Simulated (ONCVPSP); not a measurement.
O, ONCV: configuration errors across variants

- Element: oxygen
- Generator: ONCVPSP 4.0.1
- Type: optimised norm-conserving Vanderbilt (ONCV)
- Functional: revPBE
- Relativity: scalar-relativistic
- Frozen core: [He]
- Valence charge: 6
- Reference configuration: 2s2 2p3 (charge +1)
- Partial waves: 2s: rc 0.70 bohr, ncon 3, nbas 7, qcut 10.1 1/bohr, 1 projector; 2p: rc 1.65 bohr, ncon 3, nbas 6, qcut 8.4 1/bohr, 3 projectors, debl 3.3 Ha; d scattering state at 0.45 Ha: rc 1.75 bohr, ncon 4, nbas 6, qcut 5 1/bohr, 1 projector
- Local potential: polynomial inside 0.55 bohr (lpopt 5, dvloc0 0 Ha)
- Core correction: Teter function, fcfact 2.25, rcfact 1.25

All-electron excitation energies from the reference (eV): (1) 2s2 2p4 -16.371; (2) 2s2 2p2 33.523; (3) 2s2 2p1 87.309; (4) 2s2 2p0 164.079.

Errors AE − PS in meV (a dash: test not solved or not reliable):

```csv
change,(1),(2),(3),(4),bound ghosts,GHOST(+) flags above zero
base,+47,+144,+879,+2830,none,"p, d"
p: qcut 5.4,+121,+324,+1880,+5742,none,d
"all radii but the core radius scaled by about 1.34 (s 0.94, p 2.20, d 2.34 bohr); local potential polynomial inside 0.74 bohr (lpopt 5, dvloc0 0 Ha)",+138,+373,+2098,+6231,none,"p, d"
"p: ncon 5, nbas 8",+30,+99,+620,+2082,none,"p, d"
d: qcut 3.7,+47,+144,+879,+2830,none,"p, d"
p: nbas 7,+49,+148,+903,+2912,none,"p, d"
p: rc 2.4,+206,+509,+2776,+8027,none,d
```

Q: Give the same row for: core correction Teter function fitted to the true core (icmod 2), fcfact 0.2.

A: +48, +147, +898, +2912; bound ghosts: none; GHOST(+) flags above zero: p, d.
